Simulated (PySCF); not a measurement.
C3H5FOSi, SMILES C1OCC=1[SiH2]F.

The structure is a stationary point at B3LYP-D3(BJ)/def2-SVP. The structure was generated by enumeration, and PubChem lists no compound with its InChIKey, so it may never have been made. The values are those of a single conformer.

All values below come from SMD-PBE0/6-31G* (PySCF).

Solvation free energies are E(SMD) − E(gas) at the gas-phase geometry, for 1 M in both phases. In vacuum the dipole moment is 1.63 D.

Computed solvation free energies in water, methanol, N,N-dimethylformamide:
| solvent | ΔG(solv) (kcal/mol) | its non-electrostatic (CDS) part | dipole (D) |
|---|---|---|---|
| water | -1.6 | 4.1 | 2.05 |
| methanol | -4.1 | 1.4 | 2.04 |
| N,N-dimethylformamide | -4.2 | 0.1 | 2.04 |
